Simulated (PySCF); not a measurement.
**Two probes of the same atoms: core binding energy and nuclear shielding**

Species: C4H5BO.
SMILES with atom numbers: `[BH2:1][c:2]1[cH:3][cH:4][cH:5][o:6]1`

Binding energies: PySCF 2.14.0, delta-SCF UKS SCAN, pcX-2 on the ionised atom, pcseg-1 elsewhere, spin-free X2C. Shieldings: GIAO KT2/pcSseg-2, non-relativistic, same geometry.

```tsv
atom	C 1s (eV)
C2	291.31
C3	290.84
C4	290.79
C5	292.08
```

What are the absolute isotropic shieldings of these atoms?

```
atom                        environment  C 1s (eV)  isotropic shielding (ppm)
  C4                 aromatic CH carbon     290.79                       70.1
  C3                 aromatic CH carbon     290.84                       46.8
  C2        substituted aromatic carbon     291.31                       12.2
  C5  aromatic CH next to a ring oxygen     292.08                       30.8
```

Among the listed atoms, is the one with the highest binding energy also the least shielded?

No. The highest binding energy is at C5 (292.08 eV, shielding 30.8 ppm), the lowest shielding at C2 (12.2 ppm, 291.31 eV).

By binding energy: C4 ≈ C3 < C2 < C5. By shielding: C2 < C5 < C3 < C4.

Geometry: PBE0-D3(BJ)/def2-SVP; no solvent, vibrations or thermal averaging.
